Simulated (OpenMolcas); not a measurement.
Levels of Xe+ by method

| Quantity | Value |
| --- | --- |
| Program | OpenMolcas |
| Basis | ANO-RCC-VTZP [7s6p4d2f1g] |
| Scalar Hamiltonian | DKH2, point nucleus |
| Active space | 7 electrons in 9 orbitals (RAS2 5s 5p; RAS3 5d, at most 2 electrons) |
| State averaging | 2S+1 = 2 odd, 3 roots; 2S+1 = 2 even, 1 root |
| Spin-orbit coupling | state interaction with AMFI integrals over the reference wave functions, term energies averaged over their components |

Methods on the same reference wave functions:
A. RASSCF
B. SS-RASPT2, IPEA 0.25 Eh, imaginary shift 0.1 Eh (closed shells correlated: 4d)
C. XMS-RASPT2, IPEA 0.25 Eh, imaginary shift 0.1 Eh (closed shells correlated: 4d)

Energies in cm-1 above 5s2 5p5 2P* 3/2, the measured ground level; measured values from NIST Handbook of Basic Atomic Spectroscopic Data.

```tsv
Level	A	B	C	Measured
5s2 5p5 2P* 3/2	0.0	0.0	0.0	0.0
5s2 5p5 2P* 1/2	9350	9350	9350	10537
5s 5p6 2S 1/2	95180	96530	96860	90874
```

Deviations, from unrounded energies. A percentage is the sum of absolute deviations over the sum of measured energies, with the sign that they share, or ± where signs differ.

```json
{"Against measurement": "mean absolute deviation (cm-1)", "Levels": "2", "A": "2700", "B": "3400", "C": "3600"}
{"Against measurement": "fine structure of the ground term (%)", "Levels": "1", "A": "-11.3", "B": "-11.3", "C": "-11.3"}
{"Against measurement": "other configurations (%)", "Levels": "1", "A": "+4.7", "B": "+6.2", "C": "+6.6"}
```

A lies closest to measurement on these levels and C furthest from it. The largest miss of A in the table is 5s 5p6 2S 1/2, by +4300 cm-1. The ranking rests on the paired levels alone, and a cruder setting can come out closer through cancelling errors.

Between B and C the level of the table that moves most is 5s 5p6 2S 1/2, by 320 cm-1 (lowest in B, highest in C). Moves below CASPT2's spread within the term are not significant.

The lowest spin-free term lies below A's lowest term by 0.527 hartree in B, 0.528 hartree in C.

CASPT2 does not keep the components of a term degenerate, so their means are used; among the terms shown or strongly mixed into the levels shown the widest spread is 34 cm-1 (5s2 5p5 2P*, C). Active for correlation alone: 5d; no level in the range computed is led by a configuration that fills it, so any true level of that kind is missing. Some terms mix strongly with configurations of 5d, whose occupation reaches 0.32 (5s 5p6 2S). Computed and measured levels are paired by configuration, term and J; levels that our copy of the source lacks, or whose pairing is in doubt (as where it misses far off the trend of its configuration), stay unpaired and out of the deviations. Only configurations of the active space appear.

* marks odd parity.
